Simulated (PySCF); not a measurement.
Spin-rotation constants: SMILES [CH3][GaH][CH]1CCC1, C$_{5}$H$_{11}$Ga

Geometry (Å), atoms numbered from 1 in this order:
```xyz
17

C     2.8839    0.6267    0.3224
Ga    1.3232   -0.2725   -0.6334
C    -0.4183   -0.9730    0.2221
C    -1.0676    0.1422    1.0670
C    -1.8137    0.5887   -0.1934
C    -1.5445   -0.7868   -0.8111
H     3.8439    0.2151   -0.0014
H     2.9079    1.7027    0.1251
H     2.8033    0.4865    1.4049
H     1.3398   -0.3908   -2.2371
H    -0.3805   -1.9557    0.7047
H    -1.7451   -0.2475    1.8278
H    -0.4016    0.8783    1.5312
H    -2.8528    0.8939   -0.0803
H    -1.2594    1.3736   -0.7221
H    -2.3768   -1.4759   -0.6683
H    -1.2485   -0.7935   -1.8680
```

Computed, not measured: GIAO HSE06/6-31G magnetisability, rotational g tensor and spin-rotation constants, non-relativistic, gas phase in PySCF. Geometry: GFN2-xTB.

The calculation is non-relativistic, which matters for the atoms heavier than Zn.

Problem. Give the nuclear spin-rotation constants along the inertial axes (H = +C I·J) beside the isotropic shieldings.

Solution. Rotational constants 5.0754, 1.4134, 1.2714 GHz. A star marks the isotopologue with that one atom substituted, in its own axes.
| atom | isotope | Caa (kHz) | Cbb (kHz) | Ccc (kHz) | mean (kHz) | σ (ppm) |
| --- | --- | --- | --- | --- | --- | --- |
| Ga2 | 69Ga | 8.344 | 2.717 | 2.081 | 4.380 | 1453.3 |
| H7 | 1H | -0.080 | -0.137 | -0.150 | -0.123 | 32.4 |
| H8 | 1H | -0.564 | -0.143 | -0.026 | -0.244 | 32.4 |
| H9 | 1H | -0.575 | -0.055 | -0.089 | -0.240 | 32.0 |
| H10 | 1H | -0.282 | 0.024 | -0.060 | -0.106 | 24.8 |
| H11 | 1H | -0.554 | -0.168 | 0.041 | -0.227 | 30.7 |
| H12 | 1H | -0.211 | -0.128 | -0.071 | -0.137 | 30.3 |
| H13 | 1H | -0.299 | -0.048 | -0.131 | -0.159 | 30.7 |
| H14 | 1H | 0.098 | -0.153 | -0.140 | -0.065 | 30.9 |
| H15 | 1H | -0.318 | -0.189 | -0.015 | -0.174 | 31.2 |
| H16 | 1H | -0.052 | -0.145 | -0.093 | -0.096 | 30.2 |
| H17 | 1H | -0.440 | -0.028 | -0.099 | -0.189 | 30.2 |
| C1 | 13C* | 0.555 | 0.152 | 0.123 | 0.277 | 193.1 |
| C3 | 13C* | 0.791 | 0.208 | 0.178 | 0.392 | 165.2 |
| C4 | 13C* | 0.666 | 0.207 | 0.163 | 0.345 | 172.8 |
| C5 | 13C* | 0.696 | 0.171 | 0.187 | 0.351 | 172.7 |

For the geometry as given, no vibrational averaging.
